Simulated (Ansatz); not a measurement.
Correlation energies of CH3AlFNO, SMILES `N=[C](O)[AlH][F]` by basis set

```xyz
8

N     0.4945   -1.1976   -0.6213
C     0.1214   -0.3196    0.2166
O     0.1393   -0.4237    1.5618
Al   -0.5139    1.2992   -0.7055
F    -0.9980    2.5919    0.1949
H     0.8419   -2.0665   -0.1991
H     0.4883   -1.2904    1.8198
H    -0.5735    1.4067   -2.2672
```

Total charge 0; spin multiplicity 1. The geometry is a stationary point of PBE0-D4/def2-TZVP. It is one conformer, not always the lowest. Frozen core, restricted reference, Ansatz. CBS rows extrapolate triple and quadruple zeta; past MP2 they add the triple-zeta difference.

| basis | HF (Eh) | MP2 corr. |
| --- | --- | --- |
| def2-SVP | -510.05052 | -0.72230 |
| def2-TZVPP | -510.46997 | -0.92127 |
| def2-QZVPP | -510.48993 | -0.99590 |

Q: Estimate the CCSD correlation energy and the (T) correction in each basis where they were run (hartree).

A: 
```
     basis  CCSD corr.       (T)
  def2-SVP    -0.74816  -0.02037
def2-TZVPP    -0.93717  -0.03661
 CBS(def2)    -1.06707     as TZ
```
